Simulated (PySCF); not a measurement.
Si(All)(H)2(OH) (C₃H₈OSi), SMILES C=CC[SiH2]O.

The structure is a stationary point at PBE0-D3(BJ)/def2-SVP. The values are those of a single conformer.

Two levels are set side by side: PBE/def2-TZVP (PySCF) and HF/def2-TZVP (PySCF). Same geometry, gas phase. Differences are taken from unrounded values.

```
quantity                        HF    PBE  PBE minus HF
---------------------------  -----  -----  ------------
orbital gap (eV)             12.77   4.95         -7.82
highest occupied level (eV)  -9.59  -6.06          3.53
lowest empty level (eV)       3.19  -1.11         -4.29
dipole moment (D)             1.32   1.14         -0.18
mean polarisability (bohr³)   62.2   68.3           6.1
```

PBE's occupied levels lie high since its potential decays too fast outside the molecule; exact exchange lowers them and widens the gap. PBE's more diffuse valence density responds more strongly to a field. Differences between two approximate levels are no errors against the true value.

Rough cost on one machine, each run with all the roots and properties that it gave: HF against PBE about 1/4.
